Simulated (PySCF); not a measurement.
H2Cl3FGeOSi, SMILES F[SiH2][O][Ge]([Cl])([Cl])[Cl], PBE0/def2-SVP optimised geometry.

```
9

Si    -0.74    -2.84     2.59
F     -0.23    -4.19     1.85
O     -1.29    -1.78     1.44
Ge    -0.70    -1.00     0.00
Cl    -1.42    -2.03    -1.71
Cl    -1.43     1.00     0.00
Cl     1.43    -1.00     0.00
H      0.42    -2.27     3.32
H     -1.89    -3.18     3.46
```

Density from PBE0/def2-TZVP in PySCF 2.14.0 at that geometry.

Minimum of the electron density along straight lines between bonded atoms, close to the bond critical point (lines longer than 1.1 times the sum of covalent radii, or with two minima, are not listed):

```
bond     length / Å  ρ at the minimum / e bohr⁻³  ∇²ρ there / e bohr⁻⁵  position (fraction from the first atom)
-------  ----------  ---------------------------  --------------------  ---------------------------------------
Si1–F2        1.618                        0.133                  0.91                                     0.42
Si1–O3        1.658                        0.130                  0.79                                     0.41
O3–Ge4        1.742                        0.152                  0.75                                     0.52
Ge4–Cl5       2.123                        0.113                  0.17                                     0.43
Ge4–Cl6       2.123                        0.113                  0.18                                     0.43
Ge4–Cl7       2.131                        0.111                  0.17                                     0.43
Si1–H8        1.483                        0.127                  0.13                                     0.49
Si1–H9        1.480                        0.128                  0.13                                     0.49
```
